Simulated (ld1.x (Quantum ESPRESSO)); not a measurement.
**Si, PAW: configuration errors across variants**

silicon, PAW, made with ld1.x (Quantum ESPRESSO) 7.5 (PBE, scalar-relativistic). Core [Ne], reference 3s1.75 3p2.25. Waves: 3s (bound): rcut 1.65, rcutus 2.05 bohr; 3s channel at -0.4 Ry: rcut 1.65, rcutus 2.05 bohr; 3p (bound): rcut 1.65, rcutus 2.15 bohr; 3p channel at 1.45 Ry: rcut 1.65, rcutus 2.15 bohr. Local part: all-electron potential smoothed inside 1.60 bohr (lloc = -2). Core correction: a·sin(br)/r model core, default radius (ld1.x builds one for every PAW set, though the input has nlcc=.false.). Augmentation charge: PSQ, radius 1.20 bohr.

All-electron excitation energies from the reference (eV): (1) 3s2 3p2 -1.688; (2) 3s2 3p1 6.052; (3) 3s2 3p0 22.045; (4) 3s1 3p3 5.126; (5) 3s2 3p2.3 -2.618; (6) 3s0 3p4 12.090; (7) 3s2 3p1.5 1.233.

The default core radius of the base comes out at 1.13 bohr.

1 further variants failed, have other tests or too few solved ones, and are left out.

Errors AE − PS in meV (a dash: test not solved or not reliable):

| change | (1) | (2) | (3) | (4) | (5) | (6) | (7) | bound ghosts |
| --- | --- | --- | --- | --- | --- | --- | --- | --- |
| base | -1.1 | -0.7 | -7.4 | -1.4 | -0.6 | -2.8 | -2.0 | none |
| local potential all-electron potential smoothed inside 0.98 bohr (lloc = -2) | -1.2 | -0.7 | -7.7 | -1.2 | -0.7 | -2.2 | -2.0 | none |
| wave 3p channel at 1.45 Ry: rcut 1.65, rcutus 2.15 bohr becomes 3p channel at 0.4 Ry: rcut 1.65, rcutus 2.15 bohr | -1.1 | -0.7 | -7.4 | -1.4 | -0.6 | -3.0 | -2.0 | none |
| waves 3p (bound): rcut 1.65, rcutus 3.14 bohr; 3p channel at 1.45 Ry: rcut 1.65, rcutus 3.14 bohr | -0.8 | +0.6 | -7.8 | +1.1 | -0.7 | -0.6 | -0.7 | none |

Problem. Give the same row for: core correction a·sin(br)/r model core inside 2.10 bohr.

Solution. -0.4, -1.3, -7.7, -0.7, -0.1, -2.4, -1.2; bound ghosts: none.
